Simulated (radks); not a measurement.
The numbers below are computed, except where a source is named.
Excited configurations of Ru II: one electron is placed in a higher orbital outside [Kr] 4d6. The ground configuration is [Kr] 4d7. Code: a radial shooting solver on a logarithmic mesh with Libxc functionals. Model: scalar-relativistic Kohn-Sham, PBE, spin-polarised, spherical densities, finite nucleus; open shells are filled with parallel spins first (spin-orbit coupling, left out, can overturn this in heavy ions); Fermi nuclear charge, rms radius 4.4809 fm. Excitation = E - E(ground); binding = E(ion) - E, where the ion is the core of charge +2; n* = 2/sqrt(2 binding) in atomic units, and the quantum defect is n - n*.

outer orbital  excitation (eV)  binding (eV)     n*  quantum defect
4f                      13.050         3.668  3.852           0.148
5f                      14.204         2.514  4.653           0.347
6d                      13.213         3.504  3.941           2.059
7s                      12.901         3.817  3.776           3.224
7p                      13.514         3.203  4.122           2.878
7d                      14.391         2.326  4.837           2.163
7f                      15.366         1.351  6.346           0.654

The Delta-SCF ionisation energy is 16.717 eV (NIST Atomic Spectra Database: 16.8 eV, semi-empirical). Self-interaction in the functional shifts the binding energies and quantum defects, so they are the method's values and not measured ones. Open shells are spherical and high-spin; term and fine-structure splittings are not resolved.
